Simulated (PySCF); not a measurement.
Se(NH2)(GeH3), SMILES N[Se][GeH3] (H5GeNSe) (PBE0/def2-SVP optimised geometry):

```
8

Se    -0.073    -1.119    -1.942
N     -1.913    -0.994    -1.723
H     -2.213    -0.021    -1.698
H     -2.211    -1.456    -0.866
Ge     0.672     0.009     0.000
H      2.211     0.009     0.000
H      0.138     1.456     0.000
H      0.138    -0.709     1.256
```

Calculation: PySCF with PBE0/def2-TZVP.

### Question
What are the frontier orbital energies and the dipole moment?

### Answer
HOMO-2 -9.26 eV, HOMO-1 -7.35 eV, HOMO -6.74 eV, LUMO -0.63 eV, LUMO+1 -0.02 eV; dipole moment 1.95 D.

On the same geometry PySCF with PBE/def2-TZVP gives HOMO-2 -7.98 eV, HOMO-1 -6.08 eV, HOMO -5.58 eV, LUMO -1.55 eV, LUMO+1 -0.90 eV; dipole moment 1.80 D.

Meta-Löwdin charges at PBE0/def2-TZVP: Se1 0.06, N2 -0.61, H3 0.23, H4 0.23, Ge5 0.25, H6 -0.04, H7 -0.06, H8 -0.06.
